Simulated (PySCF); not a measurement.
Nb(NMe)(F)2(Cl) (CH3ClF2NNb), SMILES [F][Nb]([F])([Cl])=[N]C, multiplicity 1. Heavy atoms are numbered as in [Nb:1](=[N:2][CH3:3])([F:7])([F:8])[Cl:9]. Hydrogens are named by the atom that carries them.

The structure is a stationary point at PBE0-D3(BJ)/def2-SVP. The multiplicity is an assumed one; no other spin state was optimised. The structure was generated by enumeration; whether it is a known compound was not checked. The def2 effective core potentials stand for the cores of Nb; spin–orbit coupling is left out.

Computed with PBE/def2-TZVP run with PySCF.

Atomic charges (e), one atom of each kind:

```tsv
atom	Löwdin	Mulliken
Nb1	0.48	1.53
N2	-0.16	?
C3 (CH3)	-0.36	?
H on C3	0.13	0.14
F7	-0.21	-0.41
Cl9	0.06	?
```

Q: Complete the blanks. (Estimate from the structure and the level; the computed values follow.)

A: 
- N2, Mulliken: -0.50
- C3 (CH3), Mulliken: -0.27
- Cl9, Mulliken: -0.37
